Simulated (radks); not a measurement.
Q: The hafnium ion Hf3+, 69 electrons, occupied as [Xe] 4f14 5d1. Method: scalar-relativistic Kohn-Sham, Slater X-alpha with alpha = 0.629, spin-polarised, spherical densities, finite nucleus; open shells are filled with parallel spins first (spin-orbit coupling, left out, can overturn this in heavy ions); Fermi nuclear charge, rms radius 5.347 fm; computed with a radial shooting solver on a logarithmic mesh with Libxc functionals. Some entries of the table are withheld. Estimate them.

| orbital | occ. | eigenvalue (hartree) | <1/r> (bohr^-1) | r(max) (bohr) |
|---|---|---|---|---|
| 1s down | 1 | -2395.798 | 83.69 | 0.01192 |
| 1s up | 1 | -2395.798 | 83.69 | 0.01192 |
| 2s up | 1 | -410.3338 | 19.54 | 0.06815 |
| 2s down | 1 | -410.3326 | 19.54 | 0.06815 |
| 2p up | 3 | -360.5897 | 17.84 | 0.05570 |
| 2p down | 3 | -360.5887 | 17.84 | 0.05570 |
| 3s up | 1 | -94.12795 | 7.225 | 0.1924 |
| 3s down | 1 | -94.12779 | 7.225 | 0.1924 |
| 3p up | 3 | -79.26659 | 6.703 | 0.1900 |
| 3p down | 3 | -79.26639 | 6.703 | 0.1900 |
| 3d up | 5 | -61.61185 | 6.343 | 0.1547 |
| 3d down | 5 | -61.61123 | 6.343 | 0.1547 |
| 4s up | 1 | -19.64961 | 3.065 | 0.4378 |
| 4s down | 1 | -19.64894 | 3.065 | 0.4378 |
| 4p up | 3 | -14.77268 | 2.790 | 0.4587 |
| 4p down | 3 | -14.77197 | 2.790 | 0.4587 |
| 4d up | 5 | -8.46492 | 2.472 | 0.4715 |
| 4d down | 5 | -8.46382 | 2.473 | 0.4715 |
| 5s up | 1 | -3.38562 | 1.173 | (1) |
| 5s down | 1 | -3.36891 | 1.177 | (2) |
| 5p up | 3 | -2.22898 | 0.9804 | (3) |
| 5p down | 3 | -2.20497 | 0.9858 | (4) |
| 4f up | 7 | -1.52236 | (5) | 0.4548 |
| 4f down | 7 | -1.51795 | (6) | 0.4546 |
| 5d up | 1 | -0.95575 | 0.6443 | 1.608 |
| 5d down | 0 | -0.91566 | 0.6521 | 1.590 |

A: 
(1) 5s up r(max) (bohr): 1.016
(2) 5s down r(max) (bohr): 1.015
(3) 5p up r(max) (bohr): 1.160
(4) 5p down r(max) (bohr): 1.156
(5) 4f up <1/r> (bohr^-1): 1.910
(6) 4f down <1/r> (bohr^-1): 1.915
